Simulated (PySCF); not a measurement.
ZrEt2Cl2, C₄H₁₀Cl₂Zr (singlet state).
Structure used (PBE0-D3(BJ)/def2-SVP), in Å, numbered top down from 1:
```xyz
17
C4H10Cl2Zr angstrom
Zr    -0.4852    0.0787   -0.4702
C     -0.7807   -0.1117    1.6891
C     -2.2157    0.0672    2.1786
H     -0.0996    0.6286    2.1572
H     -0.3820   -1.1097    1.9644
H     -2.3034   -0.0471    3.2725
H     -2.6086    1.0661    1.9291
H     -2.8959   -0.6724    1.7254
C      1.6674   -0.0935   -0.8208
C      2.0699   -0.0048   -2.2914
H      1.9938   -1.0519   -0.3688
H      2.1460    0.7083   -0.2223
H      3.1631   -0.0565   -2.4319
H      1.6326   -0.8259   -2.8822
H      1.7357    0.9403   -2.7503
Cl    -1.1428    2.2425   -1.1148
Cl    -1.5232   -1.7588   -1.5032
```

Theory: PBE0-D3(BJ)/def2-SVP geometry optimisation, gas phase, def2 core potentials past Kr (PySCF).

Take the most abundant isotopes and a rigid rotor. The values belong to one conformer.

Question: What are A, B and C (MHz)?

Answer: Ia = 457.22, Ib = 553.92, Ic = 679.40 u·Å²; 505379 MHz·u·Å²/I gives A = 1105, B = 912.4, C = 743.9 MHz.

Question: What kind of rotor is it?

Answer: An asymmetric top. Ray's parameter κ = (2B − A − C)/(A − C) = -0.068; −1 is the prolate and +1 the oblate limit.

Question: What does the inertial defect say?

Answer: Not planar: Δ = Ic − Ia − Ib = -331.74 u·Å². For a rigid frame Δ = −2 Σ m c², so Σ m c² = 165.87 u·Å² lies off the ab plane: 21.80 from hydrogen and 144.06 from heavier atoms. The atom farthest from that plane is 2.13 Å away.

Question: Give the other two planar moments, Paa and Pbb, and the rms extents of the mass along the axes.

Answer: Paa = Σ m a² = (Ib + Ic − Ia)/2 = 388.05 and Pbb = Σ m b² = (Ia + Ic − Ib)/2 = 291.35 u·Å². With the mass M = 217.92 u, the rms extents √(P/M) along a, b and c are 1.33, 1.16, 0.87 Å.

Question: List the rotational levels J(Ka,Kc) to J = 3 (K).

Answer: Above 0(0,0), as E/k:
J = 1: 1(0,1) 0.079, 1(1,1) 0.089, 1(1,0) 0.097
J = 2: 2(0,2) 0.235, 2(1,2) 0.240, 2(1,1) 0.264, 2(2,1) 0.292, 2(2,0) 0.295
J = 3: 3(0,3) 0.462, 3(1,3) 0.464, 3(1,2) 0.512, 3(2,2) 0.530, 3(2,1) 0.545, 3(3,1) 0.599, 3(3,0) 0.600

Question: Which types of transition are allowed, and where do some lines up to J = 4 fall?

Answer: The dipole components are |μa| = 0.04 D, |μb| = 0.00 D, |μc| = 2.16 D. The squared components, which scale the intensities, stand as 0.00 : 0.00 : 1.00 (a : b : c). Some of the stronger lines:

| type | branch | J(Ka,Kc) | MHz | lower level (cm⁻¹) |
| --- | --- | --- | --- | --- |
| c | Q | 3(2,2) ← 3(1,2) | 386 | 0.356 |
| c | Q | 2(2,1) ← 2(1,1) | 579 | 0.183 |
| c | Q | 4(3,2) ← 4(2,2) | 874 | 0.611 |
| c | Q | 3(3,1) ← 3(2,1) | 1123 | 0.379 |
| c | Q | 4(4,1) ← 4(3,1) | 1728 | 0.645 |
| c | R | 1(1,0) ← 0(0,0) | 2018 | 0.000 |
| c | R | 2(1,1) ← 1(0,1) | 3842 | 0.055 |
| c | R | 2(2,0) ← 1(1,0) | 4132 | 0.067 |
| c | R | 2(2,1) ← 1(1,1) | 4228 | 0.062 |
| c | R | 3(1,2) ← 2(0,2) | 5764 | 0.163 |
| c | R | 3(2,1) ← 2(1,1) | 5850 | 0.183 |
| c | R | 3(2,2) ← 2(1,2) | 6053 | 0.167 |
| c | R | 3(3,0) ← 2(2,0) | 6343 | 0.205 |
| c | R | 3(3,1) ← 2(2,1) | 6393 | 0.203 |
| c | R | 4(2,2) ← 3(1,2) | 7663 | 0.356 |
| c | R | 4(1,3) ← 3(0,3) | 7775 | 0.321 |
| c | R | 4(2,3) ← 3(1,3) | 7942 | 0.323 |
| c | R | 4(3,1) ← 3(2,1) | 7981 | 0.379 |
| c | R | 4(3,2) ← 3(2,2) | 8151 | 0.368 |
| c | R | 4(4,0) ← 3(3,0) | 8569 | 0.417 |
| c | R | 4(4,1) ← 3(3,1) | 8586 | 0.416 |

PBE0-D3(BJ)/def2-SVP frequencies: not computed here. Zero-point vibration and centrifugal distortion are left out. A rigid rotor knows nothing of internal rotation, which can split or shift real lines. Quadrupole hyperfine structure (35Cl) is left out.

Time: 6.0 min wall; peak memory 0.78 GiB. Hardware: one thread of an Arm Neoverse V2, shared host. These figures are those of the optimisation.
